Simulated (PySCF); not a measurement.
## Nuclear quadrupole coupling in `C=C[Si@@H](O)SC[SiH2]C`

Species: C4H12OSSi2.
Geometry (GFN2-xTB, Å), atoms numbered from 1 in this order:
```
atom  x, y, z in Å
C1    -3.065    1.116    0.275
C2    -2.922    0.063   -0.515
Si3   -1.786   -1.386   -0.154
O4    -2.365   -2.648   -0.991
S5     0.203   -0.971   -0.869
C6     0.572    0.515    0.128
Si7    2.294    1.202   -0.323
C8     3.586   -0.159   -0.059
H9    -2.561    1.188    1.226
H10   -3.698    1.952    0.018
H11   -3.460    0.041   -1.455
H12   -1.667   -1.695    1.269
H13   -1.787   -3.337   -1.308
H14    0.511    0.227    1.176
H15   -0.212    1.242   -0.073
H16    2.531    2.345    0.572
H17    2.268    1.645   -1.719
H18    3.342   -1.033   -0.656
H19    3.631   -0.472    0.981
H20    4.578    0.176   -0.346
```

Field gradients from the PBE0/pcSseg-1 density (PySCF, non-relativistic), principal values in atomic units, ordered |Vxx| ≤ |Vyy| ≤ |Vzz|:

| atom | Vxx | Vyy | Vzz |
| --- | --- | --- | --- |
| O4 | -0.3695 | -1.1437 | 1.5132 |
| S5 | 0.0714 | 2.1820 | -2.2534 |

Task: Find the asymmetry η = (Vxx − Vyy)/Vzz and the couplings χ = eQV/h (234.96 MHz × Q in barn × V in au), with Q(17O) = −0.0256 b, Q(33S) = −0.0678 b.

Result: 
```csv
atom,environment,nucleus,η,χzz (MHz),χxx (MHz),χyy (MHz)
O4,silanol oxygen,17O,0.51,-9.10,2.22,6.88
S5,sulfur bonded to C and Si,33S,0.94,35.90,-1.14,-34.76
```

At S5 η is above 0.9: Vyy and Vzz are nearly equal in size and opposite in sign, so a small change could swap them and flip the sign of χzz. 

Task: What is Vzz at O4 in SI units (1 au = 9.71736 × 10²¹ V/m²)?

Result: 1.5132 au = 14.704 × 10²¹ V/m².

Were the hydrogens deuterons (Q(2H) = 0.00286 b), χzz would run from 106 kHz (H16) to 344 kHz (H13).

The structure is a single GFN2-xTB conformer in the gas phase; no vibrational or solvent corrections. GFN2-xTB bond lengths can be off by several hundredths of an ångström, more for odd bonds, and the gradients follow them. The basis is small and wasn't made for field gradients, so the couplings can be 20 % off.
